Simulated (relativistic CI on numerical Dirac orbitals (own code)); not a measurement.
## d8 in a ligand field

Computed with a parametric ligand-field model of a d^n configuration (Racah B and C, spin-orbit zeta, crystal field), exact diagonalisation.

Field parameters in Wybourne normalisation: Oh B⁴₀ = 21Dq, B⁴₄ = √(5/14) B⁴₀; Td as Oh with Dq negative (B⁴₀ = 21Dq, B⁴₄ = √(5/14) B⁴₀). The field is a parameter set, without covalency.

Problem. Ground term and bands for B = 840, C = 3820, ζ = 0 cm⁻¹, Oh, 10Dq = 30200 cm⁻¹?

Solution. Ground term 3A2 with 2.00 electrons in the two orbitals of the cubic e set. Spin-allowed: 3T2 30200 cm⁻¹ (331 nm), 3T1 39209 cm⁻¹ (255 nm), 3T1 63991 cm⁻¹ (156 nm). Lowest spin-forbidden: 1E 14222 cm⁻¹ (703 nm), 1A1 26072 cm⁻¹ (384 nm), 1T2 44290 cm⁻¹ (226 nm). With an A2 ground term the first spin-allowed band lies at |10Dq| itself.

Problem. A d8 ion in Oh symmetry has the ground term 3A2 and bands at 1E 14488 cm⁻¹ (690 nm), 1A1 26770 cm⁻¹ (374 nm), 3T2 32150 cm⁻¹ (311 nm), 3T1 41884 cm⁻¹ (239 nm), 1T2 46492 cm⁻¹ (215 nm), 3T1 68216 cm⁻¹ (147 nm). Which parameters reproduce them?

Solution. B = 910, C = 3680, ζ = 0 cm⁻¹, Oh, 10Dq = 32150 cm⁻¹.

Problem. A d8 ion in Oh symmetry has the ground term 3A2 and bands at 1E 16805 cm⁻¹ (595 nm), 1A1 30283 cm⁻¹ (330 nm), 3T2 30300 cm⁻¹ (330 nm), 3T1 40297 cm⁻¹ (248 nm), 1T2 46937 cm⁻¹ (213 nm), 3T1 64853 cm⁻¹ (154 nm). Which parameters reproduce them?

Solution. B = 950, C = 4690, ζ = 0 cm⁻¹, Oh, 10Dq = 30300 cm⁻¹.

Problem. Ground term and bands for B = 890, C = 4470, ζ = 0 cm⁻¹, Oh, 10Dq = 23650 cm⁻¹?

Solution. Ground term 3A2 with 2.00 electrons in the two orbitals of the cubic e set. Spin-allowed: 3T2 23650 cm⁻¹ (423 nm), 3T1 32681 cm⁻¹ (306 nm), 3T1 51619 cm⁻¹ (194 nm). Lowest spin-forbidden: 1E 15864 cm⁻¹ (630 nm), 1A1 28052 cm⁻¹ (356 nm), 1T2 39329 cm⁻¹ (254 nm). With an A2 ground term the first spin-allowed band lies at |10Dq| itself.

Problem. A d8 ion in Td symmetry has the ground term 3T1 and bands at 1T2 4888 cm⁻¹ (2046 nm), 1E 4966 cm⁻¹ (2014 nm), 3T2 6993 cm⁻¹ (1430 nm), 1A1 10425 cm⁻¹ (959 nm), 3T1 11036 cm⁻¹ (906 nm), 3A2 14593 cm⁻¹ (685 nm). Which parameters reproduce them?

Solution. B = 310, C = 1430, ζ = 0 cm⁻¹, Td, 10Dq = -7600 cm⁻¹.
